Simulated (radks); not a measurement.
Neutral helium, [He]. Method: non-relativistic Kohn-Sham, LDA (Slater exchange, Perdew-Wang correlation), spin-polarised, spherical densities, point nucleus; computed with a radial shooting solver on a logarithmic mesh with Libxc functionals. Every spin shell is full or empty, so the densities are truly spherical. Functionals are evaluated on that one density, not self-consistently. Rank these exchange functionals by their error against the exact value of the orbitals, and give that value: LDA, PBE, PBEsol, revPBE, RPBE, PW91, PW86, WC, AM05, SOGGA, APBE, r2SCAN, MS2, Tao-Mo, MVS.

Answer. Exact: -0.997931 hartree. From best to worst, with 100 (|E| - |E exact|)/|E exact| (equal figures are ties): PW91 -0.53, revPBE +0.63, r2SCAN +0.66, MVS +0.72, APBE +0.80, PBE -0.84, MS2 +0.88, Tao-Mo +0.88, RPBE +0.90, PW86 +1.09, WC -2.97, PBEsol -5.37, SOGGA -5.58, AM05 -10.39, LDA -13.65.
